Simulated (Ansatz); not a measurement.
`[Br][InH2]` + NH₃ → `[NH2][InH2]` + HBr at 400 K and 1 bar (ligand exchange at the In–Br bond).

Computed with Ansatz on PBE0-D4/def2-TZVP structures; ΔE is electronic, products minus reactants. CBS: MP2 limit from def2 TZ/QZ plus the TZ coupled-cluster correction, frozen cores. This one scheme is used for every species. def2 core potentials past Kr. For Br, In outer-core shells are correlated without core-valence functions, which leaves a few kJ/mol of doubt a bond. Scalar relativity is left out up to krypton.

| species | CCSD(T)/CBS energy (Eh) | H − E (kJ/mol) | S (J/(mol·K)) |
| --- | --- | --- | --- |
| `[Br][InH2]` | -2764.36342 | 51.9 | 304.8 |
| NH₃ | -56.50880 | 104.2 | 203.1 |
| `[NH2][InH2]` | -246.90424 | 118.2 | 303.3 |
| HBr | -2573.91920 | 27.6 | 207.2 |

H − E and S are ideal-gas, rigid-rotor, harmonic terms from PBE0-D4/def2-TZVP. 1 Eh = 2625.50 kJ/mol, R = 8.31446 J/(mol·K).

By hand: ΔE, ΔH, ΔS and ΔG.

ΔE = (-246.90424) + (-2573.91920) − (-2764.36342) − (-56.50880) = 0.04878 Eh = 128.1 kJ/mol. Δ(H − E) = 118.2 + 27.6 − 51.9 − 104.2 = -10.3, so ΔH = 117.8 kJ/mol. ΔS = 303.3 + 207.2 − 304.8 − 203.1 = 2.6 J/(mol·K). ΔG = 117.8 − 400 × (2.6)/1000 = 116.8 kJ/mol.

By hand: the equilibrium constant, and the temperature at which ΔG would vanish if ΔH and ΔS stayed fixed.

log₁₀ K = −ΔG/(RT ln 10) = -15.3. ΔG = 0 at ΔH/ΔS = 45308 K, far beyond where these terms or the molecules hold.

The number of gas molecules stays the same, so ΔS is small and ΔH decides. A doubt of 5 kJ/mol in ΔE shifts log₁₀ K by 0.7 here. These are equilibria of isolated gas molecules and say nothing of rates. Largest T1 diagnostic: 0.016 (customary marks: 0.02 for closed shells, 0.045 for open ones).
